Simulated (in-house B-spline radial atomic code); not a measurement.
## CAM-B3LYP excitations of F7+

Method: CAM-B3LYP. Computed with an all-electron radial atomic-structure program (B-spline basis): linear response of the closed shell 1s2 with the functional's adiabatic kernel; scalar-relativistic (spin-free one-electron X2C), finite nucleus, no spin-orbit coupling, no double excitations, S, P, D and F terms only.

Command:
```bash
python run_td.py task.json out
```
Settings (radii: box in bohr, nucleus in fm):
```
Z                        9
electrons                2
configuration            1s2
hamiltonian              x2c
method                   camb3lyp
box_radius               12.81
rms_radius               2.8976
intervals                71
```

Run time, properties included: 0.2 s on 1 thread of Intel(R) Xeon(R) Platinum 8375C CPU @ 2.90GHz (Ice Lake), with other jobs on the host.

The lowest states, in the order of their Tamm-Dancoff energies; the method's threshold (minus the highest occupied level) is 913.79 eV. Labels give the largest channel, * marks a mixed state, and oscillator strengths are full-response dipole values. Semilocal kernels can invert the small singlet-triplet splittings of Rydberg terms. Energies in eV:

```
     state  full response  Tamm-Dancoff  oscillator strength
1s → 2s 3S         699.18        699.23                    -
1s → 2p 3P         710.35        710.39                    -
1s → 2s 1S              ?             ?                    -
1s → 2p 1P              ?             ?                    ?
1s → 3s 3S         823.79        823.80                    -
1s → 3s 1S         826.60        826.63                    -
1s → 3p 3P         826.91        826.92                    -
1s → 3d 3D         827.06        827.06                    -
1s → 3d 1D         828.64        828.65                    -
1s → 3p 1P         828.97        828.98                0.138
```

Question: Where does 1s → 2s 1S lie?

Answer: At 712.72 eV in full response, 712.85 eV in Tamm-Dancoff.

Question: Where does 1s → 2p 1P lie?

Answer: At 721.11 eV in full response, 721.15 eV in Tamm-Dancoff, oscillator strength 0.644.

Question: How large is the singlet-triplet splitting of 1s → 2s (S terms) in Tamm-Dancoff?

Answer: 13.6 eV, from the unrounded values.

Question: What polarisabilities and dispersion coefficient does the method give?

Answer: Dipole 0.001641 bohr³, quadrupole 8.002e-05 bohr⁵, C6 6.31e-05 hartree·bohr⁶ for two such species.
